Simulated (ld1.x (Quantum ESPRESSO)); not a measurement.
Plane-wave convergence, TM potential for molybdenum

ld1.x (Quantum ESPRESSO) 7.5 input, shortened:

```
&input
   title='Mo', zed=42., rel=1, dft='PZ', iswitch=3,
   config='[Kr] 4d5 5s1 5p0'
 /
 &inputp
   pseudotype=2, tm=.true., lloc=0,
   nlcc=.false.
 /
3
5P  2  1   0.00   0.00  4.20  4.20  0.0
4D  3  2   5.00   0.00  1.90  1.90  0.0
5S  1  0   1.00   0.00  2.85  2.85  0.0
 &test
   configts(1)='4d5 5s1 5p0'
 /
```

The pseudo-atom Hamiltonian at the reference potential is diagonalised in spherical Bessel functions j_l(qr) that vanish at 20 bohr, with q² up to the cutoff. All-electron valence levels (Ry): 5p -0.0856, 4d -0.2893, 5s -0.3182.

How do the lowest levels (Ry) of each channel move with the cutoff, and are there ghosts?

```
cutoff (Ry)     p #1     d #1    d #2     s #1    f #1  Σ f·Δε (mRy)
          8  -0.0855   0.0403  0.1048  -0.3159  0.1074        1649.8
         12  -0.0856   0.0124  0.0789  -0.3177  0.1074        1508.7
         18  -0.0856  -0.1466  0.0606  -0.3181  0.1074         713.3
         25  -0.0856  -0.2418  0.0583  -0.3182  0.1074         237.2
         30  -0.0856  -0.2728  0.0578  -0.3182  0.1074          82.2
         40  -0.0856  -0.2884  0.0576  -0.3182  0.1074           4.4
         50  -0.0856  -0.2892  0.0576  -0.3182  0.1074           0.4
         60  -0.0856  -0.2892  0.0576  -0.3182  0.1074           0.4
        400  -0.0856  -0.2893  0.0576  -0.3182  0.1074           0.0
```

Result: no extra level below or beside the all-electron valence levels (p, d, s, f tested); 10 mRy is reached at 40 Ry and 1 mRy at 50 Ry.

Its largest configuration-test error is -456 meV.
